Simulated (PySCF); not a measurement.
SMILES CS/C=C\C(C)C (C6H12S), singlet, GFN2-xTB optimised geometry.

```
19

C      1.42    -2.63    -0.02
S      1.13    -0.84     0.00
C     -0.63    -0.84     0.00
C     -1.44     0.22     0.00
C     -1.04     1.67     0.00
C     -0.25     2.02     1.26
C     -0.23     2.02    -1.25
H      1.00    -3.06    -0.93
H      2.50    -2.77    -0.02
H      0.99    -3.09     0.86
H     -1.04    -1.84     0.00
H     -2.50     0.02     0.00
H     -1.96     2.26    -0.01
H     -0.02     3.09     1.27
H     -0.83     1.79     2.15
H      0.68     1.47     1.29
H     -0.79     1.76    -2.15
H      0.70     1.47    -1.26
H     -0.01     3.08    -1.27
```

Density from PySCF with PBE0/def2-SVP at that geometry.

Minimum of the electron density along straight lines between bonded atoms, close to the bond critical point (lines longer than 1.1 times the sum of covalent radii, or with two minima, are not listed):

```
bond    length / Å  ρ at the minimum / e bohr⁻³  ∇²ρ there / e bohr⁻⁵  position (fraction from the first atom)
------  ----------  ---------------------------  --------------------  ---------------------------------------
C1–S2        1.817                        0.180                 -0.32                                     0.46
S2–C3        1.760                        0.200                 -0.41                                     0.53
C3–C4        1.327                        0.338                 -0.89                                     0.51
C4–C5        1.505                        0.253                 -0.59                                     0.51
C5–C6        1.530                        0.241                 -0.54                                     0.50
C5–C7        1.530                        0.241                 -0.54                                     0.50
C1–H8        1.086                        0.279                 -1.05                                     0.64
C1–H9        1.085                        0.279                 -1.06                                     0.64
C1–H10       1.086                        0.279                 -1.05                                     0.64
C3–H11       1.079                        0.282                 -1.07                                     0.63
C4–H12       1.082                        0.280                 -1.04                                     0.63
C5–H13       1.096                        0.276                 -0.99                                     0.62
C6–H14       1.088                        0.276                 -1.00                                     0.62
C6–H15       1.088                        0.276                 -1.01                                     0.62
C6–H16       1.087                        0.278                 -1.03                                     0.63
C7–H17       1.088                        0.276                 -1.01                                     0.62
C7–H18       1.087                        0.278                 -1.03                                     0.63
C7–H19       1.088                        0.276                 -1.00                                     0.62
```
